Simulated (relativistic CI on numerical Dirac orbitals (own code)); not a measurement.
Tb²⁺: calculation against measurement

Method of calculation: Dirac-Coulomb-Breit CI, orbitals from a KLI potential per configuration, QED by a radiative potential, valence Slater integrals scaled by 0.85, P86 correlation estimate, and configurations built on the next ion tied to the tabulated ionisation energy (semi-empirical) (own radial code, finite nucleus).

Configuration list (outside the closed core [Kr] 4d10 5s2): 4f⁹5p⁶, 4f⁸5p⁶5d, 4f⁸5p⁶6s, 4f⁸5p⁶6p, 4f⁸5p⁶7s, 4f⁷5p⁶6s², 4f⁸5p⁶7p, 4f¹¹5p⁴. Levels of other configurations are missing.

| Configuration | Term (tabulated) | J | Measured (cm⁻¹) | Computed | Error | Purity (%) |
| --- | --- | --- | --- | --- | --- | --- |
| 4f⁹5p⁶ | 6H° | 15/2 | 0.0 | 0 | 0 | 94 |
| 4f⁹5p⁶ | 6H° | 13/2 | 2804.7 | 2841 | 36 | 96 |
| 4f⁹5p⁶ | 6H° | 11/2 | 4734.5 | 4798 | 64 | 94 |
| 4f⁹5p⁶ | 6H° | 9/2 | 6258.1 | 6313 | 54 | 94 |
| 4f⁹5p⁶ | 6F° | 11/2 | 6470.1 | 7546 | 1075 | 95 |
| 4f⁹5p⁶ | 6H° | 7/2 | 7422.2 | 7484 | 62 | 93 |
| 4f⁹5p⁶ | 6F° | 9/2 | 7621.6 | 8545 | 923 | 87 |
| 4f⁹5p⁶ | 6H° | 5/2 | 8285.9 | 8355 | 69 | 93 |
| 4f⁸5p⁶5d | 8G | 13/2 | 8972.3 | 11350 | 2377 | 67 |
| 4f⁸5p⁶5d | 8G | 15/2 | 9275.4 | 11499 | 2223 | 93 |
| 4f⁸5p⁶5d | 8G | 9/2 | 10070.4 | 12672 | 2602 | 56 |
| 4f⁹5p⁶ | 6F° | 5/2 | 10220.4 | 11304 | 1084 | 93 |
| 4f⁸5p⁶5d | 8G | 7/2 | 10996.0 | 13531 | 2535 | 69 |
| 4f⁸5p⁶5d | 8G | 5/2 | 11678.9 | 14193 | 2514 | 79 |
| 4f⁸5p⁶5d | 8G | 3/2 | 12165.2 | 14681 | 2515 | 87 |
| 4f⁸5p⁶5d | 8G | 1/2 | 12454.4 | 14977 | 2523 | 92 |
| 4f⁸5p⁶5d | 8F | 13/2 | 12986.5 | 14856 | 1869 | 70 |
| 4f⁸5p⁶5d | 8D | 5/2 | 13689.6 | 18661 | 4971 | 60 |
| 4f⁸5p⁶5d | 8F | 3/2 | 14515.4 | 16991 | 2476 | 72 |
| 4f⁸5p⁶5d | 8H | 17/2 | 14890.4 | 17113 | 2223 | 95 |
| 4f⁸5p⁶5d | 8H | 11/2 | 16757.8 | 19432 | 2675 | 85 |
| 4f⁸5p⁶5d | 8H | 9/2 | 17169.3 | 19891 | 2722 | 86 |
| 4f⁸5p⁶5d | 6F | 11/2 | 17437.5 | 21465 | 4027 | 81 |
| 4f⁸5p⁶5d | 8H | 7/2 | 17499.4 | 20257 | 2757 | 88 |
| 4f⁸5p⁶6s | 8F | 13/2 | 17676.3 | 23469 | 5793 | 95 |
| 4f⁸5p⁶5d | 8H | 5/2 | 17755.5 | 20538 | 2782 | 90 |
| 4f⁸5p⁶5d | 6G | 13/2 | 18158.9 | 22404 | 4245 | 76 |
| 4f⁸5p⁶5d | 6F | 9/2 | 18776.5 | 22707 | 3930 | 78 |
| 4f⁸5p⁶6s | 8F | 11/2 | 19181.1 | 25094 | 5912 | 75 |
| 4f⁸5p⁶5d | 6G | 11/2 | 19902.0 | 24050 | 4148 | 67 |
| 4f⁸5p⁶6s | 6F | 11/2 | 20317.6 | 26377 | 6060 | 73 |
| 4f⁸5p⁶6s | 8F | 9/2 | 20649.0 | 26475 | 5826 | 89 |
| 4f⁸5p⁶5d | 6F | 5/2 | 20968.4 | 24814 | 3846 | 86 |
| 4f⁸5p⁶5d | 6G | 9/2 | 21142.5 | 25278 | 4136 | 70 |
| 4f⁸5p⁶5d | 6F | 3/2 | 21640.6 | 25456 | 3815 | 89 |
| 4f⁸5p⁶6s | 8F | 7/2 | 21641.9 | 27450 | 5808 | 91 |
| 4f⁸5p⁶5d | 6G | 7/2 | 22067.4 | 26192 | 4124 | 75 |
| 4f⁸5p⁶6s | 8F | 5/2 | 22384.8 | 28185 | 5800 | 92 |
| 4f⁸5p⁶6s | 6F | 9/2 | 22475.3 | 28262 | 5786 | 89 |
| 4f⁸5p⁶5d | 6G | 5/2 | 22774.7 | 26891 | 4117 | 82 |
| 4f⁸5p⁶6s | 8F | 3/2 | 22898.2 | 28695 | 5797 | 93 |
| 4f⁸5p⁶5d | 8P | 5/2 | 22980.6 | 25533 | 2553 | 89 |
| 4f⁸5p⁶6s | 8F | 1/2 | 23203.5 | 28998 | 5795 | 94 |
| 4f⁸5p⁶5d | 6G | 3/2 | 23234.6 | 27357 | 4123 | 88 |
| 4f⁸5p⁶6s | 6F | 7/2 | 23357.6 | 29485 | 6127 | 88 |
| 4f⁸5p⁶6s | 6F | 5/2 | 24307.4 | 30418 | 6110 | 91 |
| 4f⁸5p⁶5d | 6H | 5/2 | 24592.5 | 28231 | 3639 | 89 |
| 4f⁸5p⁶6s | 6F | 3/2 | 24862.6 | 31043 | 6180 | 92 |
| 4f⁸5p⁶6s | 6F | 1/2 | 25241.4 | 31413 | 6172 | 93 |

Measured levels from Martin, Zalubas and Hagan, Atomic Energy Levels: The Rare-Earth Elements, NSRDS-NBS 60 (1978); pairs were made by configuration, J and term (by order where the table uses no LS term), so strongly mixed levels may be paired wrongly. Some J values or terms of the table were assigned by a fit.

Mean error by configuration (cm⁻¹): 4f⁹5p⁶ 421; 4f⁸5p⁶5d 3202; 4f⁸5p⁶6s 5936. Over the excited levels the mean absolute error is 3479 cm⁻¹ (48 of the 57 excited levels that our extract of the source holds in range could be paired, and the others can miss by more), and the median relative error of those above 1,000 cm⁻¹ is 20 %. Some levels of the ground configuration have no partner.
